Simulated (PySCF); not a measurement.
Structure problem from calculated spectra and properties.

Formula: C2HF3O2.

| Item | Value |
| --- | --- |
| NMR, other nuclei | isotropic shieldings of nuclei other than C and H, by class: -99 (1 O), 140 (1 O), 258 (3 F) ppm [GIAO PBE0/pcSseg-1] |
| Polarisability | 35.3 au [wB97X-D/def2-SVPD] |
| Couplings | largest of the computed one-bond spin–spin couplings (means over like bonds): 19F–13C -363.8 (×3), 13C–13C +112.8, 17O–1H -83.1, 17O–13C +31.9, 17O–13C +27.9 Hz [B3LYP/pcJ-1] |
| 1H NMR | chemical shifts (computed TMS as zero) by class: 6.74 (1 H) ppm [GIAO PBE0/pcSseg-1] |
| Rotational structure | rotational constants A, B, C: 3.897, 2.466, 2.052 GHz [GFN2-xTB] |
| 13C NMR | chemical shifts (computed TMS as zero) by class: 161.9 (1 C), 124.7 (1 C) ppm [GIAO PBE0/pcSseg-1] |

Electronic properties: PySCF, gas phase, density fitting. Levels stand in brackets. One conformer (not necessarily the lowest) at the GFN2-xTB geometry, without solvent, vibrations or thermal averaging. NMR classes are plain means over equivalent atoms (diastereotopic ones count apart unless rotation or inversion swaps them), as if these changed places fast.

Problem. Propose a structure and show how it fits.

Solution. Numbering: `[O:1]=[C:2]([OH:3])[C:4]([F:5])([F:6])[F:7]`. Its formula, C2HF3O2, gives 1 degree of unsaturation: 0 rings and 1 π bond in the structure found. 2 carbons fall into 2 classes; from least to most shielded: carboxylic acid carbon [C2] (161.9 ppm), CF3 carbon [C4] (124.7 ppm). The one hydrogen (6.74 ppm): acid proton. The other shieldings belong to: -99 ppm, acid carbonyl oxygen [O1]; 140 ppm, acid hydroxyl oxygen [O3]; 258 ppm, fluorine of a CF3 group [F5/F6/F7]. The couplings run between: -363.8 Hz, fluorine of a CF3 group [F5] and CF3 carbon [C4] (with 2 like pairs); +112.8 Hz, carboxylic acid carbon [C2] and CF3 carbon [C4]; -83.1 Hz, acid hydroxyl oxygen [O3] and its hydrogen; +31.9 Hz, acid hydroxyl oxygen [O3] and carboxylic acid carbon [C2]; +27.9 Hz, acid carbonyl oxygen [O1] and carboxylic acid carbon [C2]. The optimised geometry has point group Cs and is an asymmetric top. Structure: trifluoroacetic acid (`C(F)(F)(F)C(O)=O`). The assignments are read from this structure; whether some other isomer fits the data as well wasn't checked.

The values belong to the conformer `[O:1]=[C:2]([OH:3])[C:4]([F:5])([F:6])[F:7]`: O1–C2–C4–F5 0°, H–O3–C2–O1 0°.
